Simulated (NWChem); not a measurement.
System: WH$_{3}$F$_{3}$; SMILES [F][WH3]([F])[F]

def2 effective core potentials on W; no spin-orbit coupling.

Q: Give the equilibrium geometry at PBE-D3(BJ)/def2-SVP with def2 effective core potentials on W (NWChem) as a list of bonds and angles, with the point group.

A: point group C3v; any orientation.
Bond lengths (Å): W1–F2 1.883, W1–F3 1.883, W1–F4 1.883, W1–H5 1.683, W1–H6 1.683, W1–H7 1.683. Bond angles (°): F2–W1–F3 115.9, F2–W1–F4 115.9, F2–W1–H5 138.3, F2–W1–H6 82.8, F2–W1–H7 82.9, F3–W1–F4 115.9, F3–W1–H5 82.8, F3–W1–H6 82.9, F3–W1–H7 138.3, F4–W1–H5 82.9, F4–W1–H6 138.3, F4–W1–H7 82.8, H5–W1–H6 61.9, H5–W1–H7 61.9, H6–W1–H7 61.9.
